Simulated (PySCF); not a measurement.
Ge(H)(F)2(OH) (F₂GeH₂O), SMILES [F][GeH]([F])[OH]. Heavy atoms are numbered as in [GeH:1]([OH:2])([F:3])[F:4]. Hydrogens are named by the atom that carries them.

Geometry: B3LYP-D3(BJ)/def2-SVP. Other conformers were not sampled.

These are CAM-B3LYP/def2-TZVPD in PySCF values and carry that method's errors.

Mulliken values depend strongly on the basis, most of all with diffuse functions as here. Atomic charges (e), one atom of each kind:

```json
[
 {"atom": "Ge1 (GeH)", "meta-Löwdin": "1.45", "Mulliken": "0.90"},
 {"atom": "O2 (OH)", "meta-Löwdin": "-0.72", "Mulliken": "-0.49"},
 {"atom": "F3", "meta-Löwdin": "-0.51", "Mulliken": "-0.36"},
 {"atom": "H on Ge1", "meta-Löwdin": "-0.06", "Mulliken": "0.03"},
 {"atom": "H on O2", "meta-Löwdin": "0.35", "Mulliken": "0.30"}
]
```
